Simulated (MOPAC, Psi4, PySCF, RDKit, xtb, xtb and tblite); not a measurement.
Two geometries of SMILES O=C(C[SiH2]c1ccccc1)O, relaxed at GFN2-xTB with one dihedral held; other torsions can differ between them too.

Structure A

```
21

O      0.3358     1.3029    -0.6851
C      1.4960     0.9777    -0.6546
O      2.3247     1.2059    -1.6817
C      2.1367     0.2989     0.5016
Si     0.7788     0.0846     1.8236
C      1.5324    -0.7605     3.3372
C      0.7272    -0.9697     4.4536
C      1.2169    -1.5828     5.5913
C      2.5358    -2.0046     5.6360
C      3.3536    -1.8076     4.5371
C      2.8540    -1.1922     3.4026
H      1.8556     1.6502    -2.4057
H      2.9764     0.9066     0.8379
H      2.5575    -0.6454     0.1569
H     -0.2881    -0.7611     1.2818
H      0.2771     1.4042     2.2149
H     -0.3018    -0.6422     4.4225
H      0.5725    -1.7333     6.4457
H      2.9234    -2.4841     6.5231
H      4.3835    -2.1344     4.5647
H      3.5064    -1.0458     2.5538
```

Structure B

```
21

O     -2.2551    -1.8695    -0.0066
C     -2.6609    -0.7579    -0.2303
O     -3.4058    -0.4835    -1.3186
C     -2.4253     0.4488     0.5966
Si    -1.5122     1.7949    -0.4160
C      0.2211     1.2270    -0.8964
C      1.0824     2.1318    -1.5163
C      2.3605     1.7642    -1.8915
C      2.8068     0.4742    -1.6535
C      1.9672    -0.4387    -1.0394
C      0.6883    -0.0651    -0.6642
H     -3.5412    -1.2899    -1.8395
H     -3.3906     0.8646     0.8769
H     -1.8862     0.1713     1.4988
H     -2.3032     2.1112    -1.6088
H     -1.4241     2.9732     0.4597
H      0.7380     3.1390    -1.7030
H      3.0113     2.4821    -2.3698
H      3.8053     0.1832    -1.9458
H      2.3085    -1.4464    -0.8511
H      0.0484    -0.7926    -0.1877
```

Task: Which is lower in energy at the level B3LYP-D3(BJ)/def2-SVP // GFN2-xTB run with Psi4 1.11, and by how much?

Result: B is lower, by 11.66 kJ/mol (dihedral O1–C2–C4–Si5: 0° in A, 120° in B).

E(B) − E(A) in kJ/mol at the other levels, on the same two geometries: GFN2-xTB (xtb and tblite) -6.07; MMFF94 // GFN2-xTB (RDKit) -2.83; B3LYP/def2-SVP // GFN2-xTB (Psi4) -8.42; PBE/def2-SVP // GFN2-xTB (Psi4) -9.16; PBE-D3(BJ)/def2-SVP // GFN2-xTB (Psi4) -11.26; UFF // GFN2-xTB (RDKit) -7.34; PM3, restricted, heats of formation // GFN2-xTB (MOPAC) -6.40; PM7, restricted, heats of formation // GFN2-xTB (MOPAC) -13.80; GFN1-xTB // GFN2-xTB (xtb) 0.62; restricted B3LYP/6-31G*, spherical d, density fitting // GFN2-xTB (PySCF) -8.87; restricted BP86/6-31G*, spherical d, density fitting // GFN2-xTB (PySCF) -8.87; restricted B3LYP/6-311+G**, spherical d, density fitting // GFN2-xTB (PySCF) -8.60.
